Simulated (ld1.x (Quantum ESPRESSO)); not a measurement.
**Before and after: RRKJ potential for Se**

| Item | Value |
| --- | --- |
| Element | selenium |
| Generator | ld1.x (Quantum ESPRESSO) 7.5 |
| Type | norm-conserving RRKJ (Kleinman–Bylander form) |
| Functional | PBE |
| Relativity | scalar-relativistic |
| Frozen core | [Ar] 3d10 |
| Valence charge | 6 |
| Reference configuration | 4s2 4p4 |
| Partial waves | 4p (bound): rc 1.85 bohr; 4d channel at 0.5 Ry: rc 2.05 bohr; 4s (bound): rc 1.10 bohr |
| Local potential | the s channel |
| Core correction | Bessel-smoothed model core inside 1.15 bohr |
| rho0 | 0.001 |

All-electron outer shells of the reference configuration (PBE, scalar-relativistic, ld1.x):

| shell | level (eV) | outermost node (bohr) | outermost maximum (bohr) |
| --- | --- | --- | --- |
| 3p | -152.98 | 0.21 | 0.50 |
| 3d | -53.12 | – | 0.45 |
| 4s | -17.29 | 0.70 | 1.51 |
| 4p | -6.51 | 0.74 | 1.82 |

Change: all radii but the core radius scaled by about 1.38 (s 1.52, p 2.56, d 2.84 bohr).

Cutoffs: the cutoffs (Ry, on a coarse ladder) from which the occupation-weighted sum of valence levels, in a spherical-Bessel basis at the reference potential, stays within 10 and 1 mRy of its value at 400 Ry; they do not see the model core or the augmentation charge, which bear on the density cutoff. Errors are all-electron minus pseudo energies relative to the spin-unpolarised reference configuration.

Problem. What does the change do?

Solution. The potential gets softer (80 Ry and 260 Ry → 40 Ry and 55 Ry); both files keep a bound ghost (p); of the 7 tests that both files solve, the error grows in 1 and shrinks in 4 by more than 15 % and 0.3 meV (median size 24.6 → 4.3 meV). A larger radius leaves more room for a smooth pseudo-wave, so fewer plane waves are needed.

```tsv
quantity	base	changed
cutoff, loose	80 Ry	40 Ry
cutoff, tight	260 Ry	55 Ry
loose cutoff by channel (10 mRy a level)	p 21 Ry, s 60 Ry	p 6 Ry, s 21 Ry
bound ghosts	p	p
error for 4s2 4p3, meV [ΔE 10.84 eV]	-6.9	-4.3
error for 4s2 4p2, meV [ΔE 31.19 eV]	-27	-26
error for 4s2 4p1, meV [ΔE 62.06 eV]	-48	-90
error for 4s1 4p5, meV [ΔE 10.88 eV]	-25	-1.3
error for 4s2 4p4.3, meV [ΔE -1.59 eV]	0.0	+0.2
error for 4s2 4p3.5, meV [ΔE 4.31 eV]	-1.9	-1.1
error for 4s0 4p6, meV [ΔE 21.96 eV]	-111	-4.9
```

 A true bound ghost makes a file unfit for plane-wave use even where its test errors are small: the radial tests pick states by their node count and pass the ghost by.
